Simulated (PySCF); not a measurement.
(2R)-1,1-difluoro-2-methylcyclopropane (C4H6F2), SMILES C[C@@H]1CC1(F)F. Geometry: PBE-D3(BJ)/def2-SVP.

Computed equilibrium geometry at PBE-D3(BJ)/def2-SVP (PySCF confirms it by a frequency run) as Cartesian coordinates in Å:
```xyz
12

C      2.0254     0.2620     0.1734
C      0.7303     0.2858    -0.6045
C     -0.4052     1.2698    -0.2214
C     -0.5425    -0.1934     0.0052
F     -0.5288    -0.6710     1.2763
F     -1.4181    -0.9087    -0.7428
H      2.7046     1.0750    -0.1546
H      2.5555    -0.7021     0.0349
H      1.8385     0.3859     1.2582
H      0.8110     0.0859    -1.6869
H     -0.2429     1.9039     0.6647
H     -0.9929     1.7243    -1.0334
```
Charge 0, spin multiplicity 1.
